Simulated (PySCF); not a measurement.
# How methods differ on the fine-structure interval of Mo¹⁵⁺

Mo¹⁵⁺ [Ar] 3d9 [3d3/2^4 3d5/2^5, M_J = 5/2] → Mo¹⁵⁺ [Ar] 3d9 [3d3/2^3 3d5/2^6, M_J = 3/2], as a difference of total energies. Calculation: PySCF 2.14, in an even-tempered Gaussian basis (17 s from 1.3 bohr⁻², ratio 2.8; 13 p from 1.7 bohr⁻², ratio 2.8; 8 d from 1.7 bohr⁻², ratio 2.8; 4 f from 9 bohr⁻², ratio 3); the two-component X2C-1e Hamiltonian. Correlated levels: [Ne] frozen; the 76 highest virtual spinors dropped. "Screened" scales the spin-orbit matrix elements by Boettger's factors to mimic the two-electron term; Breit and QED terms are absent.

```tsv
method	fine-structure interval (cm⁻¹)
GHF (screened spin-orbit)	28130
GMP2 (screened spin-orbit)	28095
GHF (bare spin-orbit)	36955
```
